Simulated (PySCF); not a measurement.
## Working with the constants of MgSb⁺

r²SCAN constants of MgSb⁺, ³Σ⁻ (triplet), unpaired electrons π ↑↑ (Mg aug-cc-pVDZ, Sb aug-cc-pVDZ-PP with ECP28; scalar-relativistic core potentials (PySCF 2.14); masses 23.9850 and 120.9038 u):

| Item | Value |
| --- | --- |
| ωe | 247.8 cm⁻¹ |
| ωexe | 1.4 cm⁻¹ |
| Be | 0.11131 cm⁻¹ |
| αe | 0.000739 cm⁻¹ |
| De to Mg⁺ + Sb | 1.53 eV |

(1) What force constant and bond length do these constants imply?

(2) Estimate the centrifugal constant D from the Kratzer relation and find the Dunham coefficient a1.

Spin–orbit coupling is left out, which matters for elements this heavy, above all for dissociation energies. For an ion De counts to the pair picked by the measured ionisation energies or electron affinities, which need not be the lowest pair at this level. The state is the lowest determinant that a PBE0 search found; another state may lie lower at other levels.

Results:

(1) Reduced mass μred = 20.015 u; k = 5.8918×10⁻⁷·μred·ωe² (u, cm⁻¹, mdyn/Å) = 0.724 mdyn/Å; Re = √(16.8576/(μred·Be)) (u, cm⁻¹, Å) = 2.751 Å.

(2) D = 4Be³/ωe² = 8.98e-08 cm⁻¹; a1 = −1 − αeωe/(6Be²) = -3.46.
